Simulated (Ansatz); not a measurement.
FHSn (SMILES [F][SnH]) moved off its minimum; all values from Ansatz (an electronic-structure program), cores frozen in correlated methods. Elements past Kr take the def2 small-core potentials, without spin–orbit coupling.
(charge 0, multiplicity 1)
```xyz
3

Sn    -0.0067    -0.1674     0.3139
H     -0.9790    -1.0203    -0.9586
F      0.5599     1.0931    -1.1679
```

Question: Give the forces (eV/Å), the total energy and the dipole at CCSD(T)/def2-TZVPPD.

Answer: 
| atom | Fx | Fy | Fz |
|---|---|---|---|
| Sn1 | 0.093 | 0.614 | -1.428 |
| H2 | 0.073 | -0.050 | 0.426 |
| F3 | -0.166 | -0.564 | 1.002 |
Energy -313.8034 hartree, dipole 3.44 D.
